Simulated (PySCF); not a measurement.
1,1-dichlorobuta-1,2-diene (C₄H₄Cl₂), SMILES CC=C=C(Cl)Cl.

Geometry: B3LYP-D3(BJ)/def2-SVP.

Calculation: B3LYP-D3(BJ)/def2-SVP (PySCF).

Frequencies are harmonic and unscaled.

| mode | ν (cm⁻¹) | IR (km/mol) | moving atoms (share of kinetic energy) |
|---|---|---|---|
| 1 | 96 | 0.5 | Cl 48 %, C 37 %, H 15 % |
| 2 | 124 | 0.7 | C 69 %, H 18 %, Cl 13 % |
| 3 | 159 | 0.3 | H 94 % |
| 4 | 240 | 0.3 | C 53 %, H 32 %, Cl 16 % |
| 5 | 265 | 1.9 | Cl 70 %, C 28 % |
| 6 | 396 | 3.2 | C 76 %, Cl 17 % |
| 7 | 491 | 14.1 | C 51 %, Cl 45 % |
| 8 | 518 | 1.1 | C 72 %, Cl 22 % |
| 9 | 589 | 5.3 | C 75 %, H 15 %, Cl 9 % |
| 10 | 815 | 26.2 | H 85 %, C 14 % |
| 11 | 850 | 176.7 | C 88 %, Cl 11 % |
| 12 | 912 | 50.7 | C 56 %, H 42 % |
| 13 | 1044 | 0.3 | H 63 %, C 37 % |
| 14 | 1093 | 3.2 | C 56 %, H 44 % |
| 15 | 1198 | 36.7 | H 66 %, C 34 % |
| 16 | 1384 | 1.4 | H 80 %, C 20 % |
| 17 | 1416 | 0.7 | H 51 %, C 49 % |
| 18 | 1452 | 7.7 | H 96 % |
| 19 | 1475 | 18.6 | H 68 %, C 32 % |
| 20 | 2070 | 64.8 | C 99 % |
| 21 | 3025 | 19.4 | H 97 % |
| 22 | 3092 | 8.8 | H 91 %, C 9 % |
| 23 | 3104 | 4.7 | H 92 %, C 8 % |
| 24 | 3144 | 8.8 | H 91 %, C 9 % |
